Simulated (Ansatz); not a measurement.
Gas-phase electronic energies from Ansatz, PBE0-D4/def2-TZVP geometries. CCSD(T)/CBS is the MP2 limit (def2-TZVPP, def2-QZVPP) plus CCSD(T) − MP2 in def2-TZVPP, frozen cores. DFT in def2-TZVPP. B3LYP here is the variant with VWN-RPA as its local correlation; programs differ in this. For Se outer-core shells are correlated without core-valence functions, which leaves a few kJ/mol of doubt a bond. Scalar relativity is left out up to krypton. Each species was taken in one conformer, which may not be the lowest.

Reaction (substitution at a C–Se bond): `OC[SeH]` + `S[SiH2]S` → `OCS[SiH2]S` + H₂Se

`OC[SeH]`:

Z-matrix (Å, degrees):
```
C
Se 1 1.972
O 1 1.389 2 115.1
H 1 1.089 2 105.2 3 -117.8
H 1 1.093 2 106.5 3 126.5
H 2 1.469 1 94.9 3 -93.9
H 3 0.961 1 109.0 2 57.7
```

`S[SiH2]S`:

Cartesian coordinates in Å:
```
S 0.335 1.773 0.037
Si -0.447 -0.211 -0.088
S 0.918 -1.419 -1.184
H -0.359 2.074 1.148
H -0.681 -0.707 1.291
H -1.704 -0.294 -0.870
H 1.939 -1.215 -0.334
```

`OCS[SiH2]S`:

Z-matrix (Å, degrees):
```
C
S 1 1.851
O 1 1.381 2 114.3
H 1 1.089 2 104.7 3 -117.9
H 1 1.096 2 107.5 3 126.6
Si 2 2.110 1 98.4 3 -86.0
H 3 0.967 1 108.1 2 67.1
S 6 2.160 2 109.8 1 56.1
H 6 1.486 2 112.8 1 -61.2
H 6 1.481 2 106.7 1 176.9
H 8 1.343 6 94.2 2 -132.5
```

H₂Se:

Z-matrix (Å, degrees):
```
Se
H 1 1.467
H 1 1.467 2 91.2
```

Problem. Is it downhill or uphill in electronic energy at CCSD(T)/CBS, and by how much? (Best estimate.)

Solution. Ansatz gave: Downhill: ΔE = -6.4 kJ/mol.

Problem. What do these levels give: PBE-D4, r2SCAN-D4, PBE0-D4, B2PLYP, PBE, r2SCAN, PBE0, B3LYP, MP2/def2-TZVPP, CCSD(T)/def2-TZVPP, HF/CBS(def2), CCSD/CBS(def2)? (Estimate.)

Solution. The calculation gave: PBE-D4 -10.6, r2SCAN-D4 -8.6, PBE0-D4 -9.4, B2PLYP -2.2, PBE -5.2, r2SCAN -6.9, PBE0 -4.5, B3LYP 0.2, MP2/def2-TZVPP -4.9, CCSD(T)/def2-TZVPP -4.4, HF/CBS(def2) 5.7, CCSD/CBS(def2) -3.4 kJ/mol.

Largest T1 diagnostic among the species: 0.012.

In def2-TZVPP, CCSD(T) changes the Hartree–Fock value by −10.0 kJ/mol (the triples alone add −3.0 kJ/mol) and MP2 by −10.4 kJ/mol. The D4 term adds −8.4 kJ/mol with B3LYP and −4.9 kJ/mol with PBE0; it sums over pairs of atoms, weighted by their polarisabilities, and B3LYP, whose exchange is more repulsive, gets the larger term.
